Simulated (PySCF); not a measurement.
BrH2NSe, SMILES [Se](Br)N. Geometry optimised at r2SCAN-D4/def2-SVP. The values are those of a single conformer.

Computed equilibrium geometry at r2SCAN-D4/def2-SVP (PySCF confirms it by a frequency run) as Cartesian coordinates in Å, and its point group (one conformer of several):
point group Cs.
```xyz
5

Se     0.4464    -0.9476     0.0000
Br    -0.1179     1.3900     0.0000
N     -1.1032    -1.8388     0.0000
H     -1.6637    -1.7791     0.8484
H     -1.6637    -1.7791    -0.8484
```
Charge 0, spin multiplicity 1.
